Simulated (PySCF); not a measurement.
**Cr- (chromium, charge -1) across methods**

[Ar] 3d5 4s2, high-spin 6S determinant. All numbers are calculated (PySCF 2.14, no relativity, point nucleus, in aug-cc-pVTZ with one added diffuse shell each of s, p, d, f, g type (9s8p6d4f3g, 118 functions)).

```tsv
method	E (hartree)	mean ε 4s α (eV)	mean ε 3d α (eV)	mean ε 4s β (eV)	Σ⟨r²⟩ (bohr²)	⟨S²⟩
TPSS	-1044.501	0.002	0.900	1.077	103.9	8.937
LDA	-1042.200	-2.728	-2.169	0.616	321.6	9.744
TPSSh	-1044.483	-0.166	0.305	0.945	102.2	8.935
r2SCAN	-1044.449	-0.339	0.515	0.903	104.4	9.060
PBE	-1044.220	-2.573	-2.004	0.591	328.4	9.736
PBE0	-1044.261	-0.422	-0.683	0.677	101.9	8.936
UHF	-1043.35158	-3.391	-7.516	0.116	227.8	9.556
```

⟨S²⟩ = 8.94 against 8.75 shows spin contamination. At TPSS the highest occupied level has a positive energy, so only the finite basis holds that electron; in a semilocal or global hybrid functional this comes from self-interaction and does not mean that the real anion is unbound.

The highest occupied level is positive at TPSS, LDA, TPSSh, r2SCAN, PBE, PBE0, UHF: only the finite basis holds that electron, at UHF too, so the state is unbound at these levels.
